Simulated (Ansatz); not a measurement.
Geometry optimisation, Ansatz 0.2.0, UKS CAM-B3LYP-D4/STO-3G.

input.yaml

```yaml
crystal:
  periodic: [false, false, false]
  atoms:
    - { symbol: O, position_ang: [-1.8337, -0.4428, 1.4687] }
    - { symbol: C, position_ang: [-0.7116, -1.1489, 1.2133] }
    - { symbol: S, position_ang: [0.7108, -0.0678, 1.2754] }
    - { symbol: C, position_ang: [0.4639, 1.0558, -0.1158] }
    - { symbol: Si, position_ang: [0.9266, 0.2941, -1.7371] }
    - { symbol: H, position_ang: [-1.6569, 0.1955, 2.2054] }
    - { symbol: H, position_ang: [-0.7626, -1.6474, 0.2519] }
    - { symbol: H, position_ang: [-0.5823, -1.8962, 1.9822] }
    - { symbol: H, position_ang: [-0.6659, 1.3334, -0.0762] }
    - { symbol: H, position_ang: [0.9528, 1.9701, 0.0863] }
    - { symbol: H, position_ang: [0.1994, -0.9757, -1.9627] }
    - { symbol: H, position_ang: [0.6426, 1.2383, -2.8229] }
    - { symbol: H, position_ang: [2.3374, 0.057, -1.7537] }
magnetization:
  spin_polarized: true
basis:
  gaussian: { orbitals: STO-3G }
hamiltonian:
  xc: cam_b3lyp
  dispersion: d4
relax:
  f_tol: 0.02
  max_steps: 40
```

Launched with:

```bash
$ ansatz run input.yaml --threads 1 --pin off --max-ram 2048MiB --backend cpu --events-out ev --progress --plain --runs-dir out
```

Where does it end, and by what steps?

It converged. The force dipped under the threshold on the way, but the program's further checks kept it going. Limits of this set-up: minimal basis. After 10 steps the energy has fallen by 0.795 eV; O1 moved furthest, 0.24 Å.

| step | energy less start (eV) | largest force component (eV/Å) | accepted |
| --- | --- | --- | --- |
| 0 | 0.0000 | 6.011 | yes |
| 1 | -0.6581 | 1.429 | yes |
| 2 | -0.7739 | 0.576 | yes |
| 3 | -0.7883 | 0.284 | yes |
| 4 | -0.7928 | 0.103 | yes |
| 5 | -0.7936 | 0.050 | yes |
| 6 | -0.7944 | 0.064 | yes |
| 7 | -0.7946 | 0.025 | yes |
| 8 | -0.7948 | 0.017 | yes |
| 9 | -0.7949 | 0.020 | yes |
| 10 | -0.7949 | 0.011 | yes |

```xyz
13
Properties=species:S:1:pos:R:3
O -1.885 -0.290 1.289
C -0.674 -1.098 1.240
S 0.868 -0.119 1.334
C 0.474 0.980 -0.071
Si 0.919 0.310 -1.768
H -1.813 0.149 2.210
H -0.737 -1.650 0.283
H -0.632 -1.846 2.059
H -0.602 1.197 -0.020
H 0.997 1.929 0.101
H 0.281 -0.961 -1.981
H 0.483 1.226 -2.789
H 2.343 0.139 -1.872
```

Whether the end is a true minimum wasn't checked by a vibrational analysis.

Time of the run: 66 s on 1 thread of Arm Neoverse V1, with other jobs on the host, peak memory 0.17 GiB.
